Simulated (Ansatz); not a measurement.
Wavefunction ladder for `[SH2+][Ga-]([Cl])([Cl])[Cl]`

Z-matrix (Å, degrees):
```
Ga
Cl 1 2.144
Cl 1 2.144 2 118.7
S 1 2.519 2 98.9 3 105.2
Cl 1 2.150 2 116.9 3 -148.7
H 4 1.346 1 94.6 2 166.2
H 4 1.346 1 94.6 2 73.0
```

Charge 0, multiplicity 1. Correlated methods include outer-core shells of Ga, which these sets cover unevenly. Scalar relativity is left out up to krypton. Geometry: relaxed with PBE0-D4/def2-TZVP. It is one conformer, not always the lowest. Frozen core, restricted reference, the Gaussian-basis code of Ansatz.

```tsv
basis	HF (Eh)	MP2 corr.	CCSD corr.	(T)	CCSD(T) total
def2-SVP	-3699.83412	-0.74545	-0.78865	?	?
def2-TZVPP	?	?	-1.03323	-0.04508	?
def2-QZVPP	-3700.78297	?	–	–	–
```

Question: Fill in the withheld values. (Estimate.)

Answer: Computed: def2-SVP (T): -0.01993; def2-SVP CCSD(T) total: -3700.64270; def2-TZVPP HF (Eh): -3700.69421; def2-TZVPP MP2 corr.: -0.97416; def2-TZVPP CCSD(T) total: -3701.77252; def2-QZVPP MP2 corr.: -1.29700.
